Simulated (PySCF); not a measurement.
GeH2Cl2, SMILES [Cl][GeH2][Cl].

Geometry optimised at B3LYP-D3(BJ)/def2-TZVP.

These are PySCF 2.14.0 with TDA-PBE0/def2-SVPD values and carry that method's errors.

Vertical excitations. Isolated molecule, no solvent. State labels are in the subgroup C2v.

```csv
state,symmetry,energy (eV),λ (nm),f,main pairs
S1,B2,6.62,187,0.025,HOMO→LUMO 96 %
S2,B1,6.87,180,0.028,HOMO−1→LUMO 89 %
S3,A2,6.94,179,0.000,HOMO−2→LUMO 87 %
S4,A1,7.13,174,0.033,HOMO−3→LUMO 94 %
S5,A2,7.25,171,0.000,HOMO→LUMO+1 88 %
S6,A1,7.51,165,0.005,HOMO−1→LUMO+1 93 %
S7,B2,7.72,161,0.012,HOMO−2→LUMO+1 98 %
S8,B2,7.96,156,0.007,HOMO→LUMO+2 97 %
S9,B1,8.00,155,0.019,"HOMO−3→LUMO+1 72 %, HOMO−1→LUMO+2 16 %"
S10,B1,8.20,151,0.049,HOMO−1→LUMO+2 81 %
T1,B2,6.06,204,0,HOMO→LUMO 94 %
T2,B1,6.24,199,0,HOMO−1→LUMO 94 %
T3,A2,6.44,193,0,"HOMO−2→LUMO 72 %, HOMO→LUMO+1 25 %"
T4,A1,6.57,189,0,HOMO−3→LUMO 86 %
```
Triplets are in the Tamm–Dancoff approximation.
